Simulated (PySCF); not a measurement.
**Potential energy of SnCl along the bond**

Set-up: Sn def2-TZVPP with ECP28, Cl def2-TZVPP; scalar-relativistic core potentials (PySCF 2.14). Energies in eV from Sn + Cl in their ground configurations at the same level. State: ²Π (doublet), unpaired electrons π ↑.

```
R (Å)    TPSS  UHF-MP2  r²SCAN
2.042  -2.902   -2.847  -2.966
2.137  -3.525   -3.443  -3.570
2.232  -3.867   -3.755  -3.893
2.303  -3.994   -3.856  -4.005
2.374  -4.038   -3.874  -4.036
2.445  -4.021   -3.832  -4.005
2.540  -3.930   -3.707  -3.897
2.659  -3.744   -3.481  -3.690
2.801  -3.462   -3.155  -3.387
2.991  -3.050   -2.685  -2.950
```

Put a parabola through the three lowest points of the TPSS curve and estimate Re, k and ωe (reduced mass 27.07 u; 1 eV/Å² = 0.16022 mdyn/Å; ωe = 1302.8·√(k/μ) cm⁻¹).

Through R = 2.303, 2.374, 2.445 Å the second-order coefficient is 6.05 eV/Å², so Re ≈ 2.390 Å, k ≈ 1.94 mdyn/Å and ωe ≈ 349 cm⁻¹. A polynomial fit of higher order to the unrounded TPSS energies gives Re = 2.387 Å, k = 1.82 mdyn/Å, ωe = 338 cm⁻¹; anharmonicity and rounding make the difference.

The higher-order fit for each curve: TPSS: Re = 2.387 Å, ωe = 338 cm⁻¹, De = 4.04 eV; UHF-MP2: Re = 2.357 Å, ωe = 360 cm⁻¹, De = 3.88 eV; r²SCAN: Re = 2.370 Å, ωe = 349 cm⁻¹, De = 4.04 eV.

Correlated steps freeze 9 core orbitals. These are scalar-relativistic numbers at best; spin–orbit coupling would shift them, the dissociation energy most. The state was picked by a PBE0 search and need not be the measured ground state.
